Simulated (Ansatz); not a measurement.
C$_{4}$H$_{9}$KO, charge +1, doublet, at a GFN2-xTB geometry of the parent state (such geometries of metal compounds can be far from the true shape) (a state made from the parent by changing its charge; the spin is typed, not shown lowest); R2SCAN/STO-3G run with Ansatz (a quantum-chemistry and plane-wave program).

Input for Ansatz:
Ansatz 0.2 input:
```yaml
crystal:
  periodic: [false, false, false]
  atoms:
    - {symbol: K, position_ang: [1.42150951, 1.48499079, 0.73572327]}
    - {symbol: O, position_ang: [-0.31261562, 0.24102951, 0.76644815]}
    - {symbol: C, position_ang: [-0.61612927, -0.60075879, -0.24875327]}
    - {symbol: C, position_ang: [0.48404431, -1.66485134, -0.47729857]}
    - {symbol: C, position_ang: [-1.93081770, -1.35373098, 0.08543984]}
    - {symbol: C, position_ang: [-0.83564189, 0.14746532, -1.58549659]}
    - {symbol: H, position_ang: [0.19566226, -2.36992852, -1.25270589]}
    - {symbol: H, position_ang: [0.65150206, -2.20641898, 0.45048608]}
    - {symbol: H, position_ang: [1.41971964, -1.17615587, -0.77285994]}
    - {symbol: H, position_ang: [-1.79500257, -1.90315599, 1.01177710]}
    - {symbol: H, position_ang: [-2.20560725, -2.04063305, -0.71067068]}
    - {symbol: H, position_ang: [-2.72408869, -0.62724793, 0.23158299]}
    - {symbol: H, position_ang: [0.09092361, 0.64867127, -1.88870787]}
    - {symbol: H, position_ang: [-1.60956039, 0.89868371, -1.44822660]}
    - {symbol: H, position_ang: [-1.14003719, -0.53562096, -2.37435093]}
basis:
  gaussian:
    orbitals: STO-3G
hamiltonian:
  xc: r2scan
total_charge: 1
magnetization: {spin_polarized: false, initial_magnetization: 1}
```

What the program printed (banner, timings and long lists left out):

```
Functional definition: r2SCAN
654 factors; integrals over basis functions are off by at most 1.4e-4 eV
mean field evaluation 1: about -22411.2031 eV, gradient 1.9e1 eV
mean field evaluation 2: about -22411.0660 eV, gradient 1.9e1 eV
mean field evaluation 4: about -22412.3893 eV, gradient 5.7e0 eV
mean field evaluation 8: about -22412.4883 eV, gradient 2.9e0 eV
mean field evaluation 16: about -22412.5596 eV, gradient 1.0e-1 eV
mean field evaluation 32: about -22412.5620 eV, gradient 2.0e-5 eV
mean field evaluation 64: about -22412.2609 eV, gradient 6.1e0 eV
mean field -22412.56198623 eV, -823.6464612138 hartree, gradient 1.6e-6 eV, S^2 0.750000; 5 other end points of the search recorded, 0 dependent functions left out
reference -22412.56199795 eV, -823.6464616445 hartree; 30, 29 occupied and 17, 18 virtual orbitals, 654 factors
Total energy: -22412.56199795 eV, -823.6464616445 hartree
```
